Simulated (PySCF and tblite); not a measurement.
4 constitutional isomers of C6H14O:

```
isomer                                               SMILES
     A  [CH3:1][CH:2]([CH3:3])[CH2:4][C@H:5]([CH3:6])[OH:7]
     B    [CH3:1][CH:2]([CH3:3])[O:4][CH:5]([CH3:6])[CH3:7]
     C   [CH3:1][O:2][C@H:3]([CH3:4])[CH:5]([CH3:6])[CH3:7]
     D    [CH3:1][CH2:2][O:3][C:4]([CH3:5])([CH3:6])[CH3:7]
```

Measured ¹³C shifts of one of them (ppm against TMS, one entry a carbon; solvent not stated per compound (mostly CDCl3 or CCl4); Pretsch, Buehlmann, Badertscher, Structure Determination of Organic Compounds, 4th ed. (2009)): 68.5, 68.5, 23, 23, 23, 23.

Each isomer is a Boltzmann average at 298.15 K over at most 5 conformers: GFN2-xTB geometries, energies PBE0/pcSseg-1 (IEF-PCM, chloroform) (D3(BJ) added where defined), GIAO shieldings PBE0/pcSseg-1 (IEF-PCM, chloroform), GFN2-xTB thermal terms. Programs: PySCF with density fitting and tblite.

Computed shifts in falling order:

| carbon | measured | A | B | C | D |
| --- | --- | --- | --- | --- | --- |
| 1 | 68.5 | 69.7 | 72.3 | 86.3 | 75.5 |
| 2 | 68.5 | 53.6 | 72.3 | 58.9 | 61.1 |
| 3 | 23 | 28.5 | 24.7 | 36.7 | 29.8 |
| 4 | 23 | 27.2 | 24.7 | 20.2 | 29.8 |
| 5 | 23 | 26.3 | 24.7 | 19.3 | 29.8 |
| 6 | 23 | 23.6 | 24.7 | 16.6 | 19.0 |

Question: Which structure fits the measured spectrum?

Answer: After a straight-line fit of each column to the measured values (slope held to 0.85 to 1.15; an offset alone for few or close values), with errors scored by one-sided Student-t tails (width 2 ppm, 10 degrees of freedom):

```tsv
isomer	slope	mean error (ppm)	largest error	P (%)
A	1.000	4.96	14.9	0.0
B	1.000	0.93	1.4	100.0
C	1.000	9.49	16.3	0.0
D	1.000	5.59	10.1	0.0
```

The score favours B, which is the compound measured. Its computed assignment: ¹H (against TMS): 3.64 (H2/H5, 2H), 1.13 (H1/H3/H6/H7, 12H). ¹³C (against TMS): 72.3 (C2/C5), 24.7 (C1/C3/C6/C7).

The conformer set may be incomplete (the search or the number kept was capped). H on N, O and S are left out: they exchange, and hydrogen bonds move them by several ppm. Shifts are unscaled: against experiment ¹³C can be off by 15 ppm or more and ¹H by 0.8 ppm. A force-field rotamer fell away at GFN2-xTB, so the set may lack it.
